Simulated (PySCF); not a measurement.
# Correlation energy of Sb⁺ (antimony, charge +1)

[Kr] 4d10 5s2 5p2, high-spin 3P determinant. Calculation: PySCF 2.14, in cc-pVTZ-PP with ECP28MDF; a scalar-relativistic core potential. Frozen: 4s2 4p6 4d10; 4 electrons correlated.

MP2 pair energies summed by pair of shells (mhartree):

| pair | energy | share (%) |
| --- | --- | --- |
| 5s-5p | -28.14 | 61.8 |
| 5s-5s | -13.01 | 28.6 |
| 5p-5p | -4.40 | 9.7 |

Total MP2 correlation energy: -45.55 mhartree.

Same-spin part -7.57 and opposite-spin part -37.97 mhartree; SCS-MP2 scales them by 1/3 and 6/5 to -48.09 mhartree.

```csv
level,correlation energy (mhartree)
CCSD,-58.85
(T),-1.40
CCSD(T),-60.25
```

Diagnostics: T1 = 0.0075, D1 = 0.0199, largest double amplitude 0.092.

**Question.** Is a single reference adequate?

**Answer.** Mostly. T1 lies below 0.03, but a double amplitude of this size points to a near-degeneracy that CCSD handles and MP2 describes poorly.
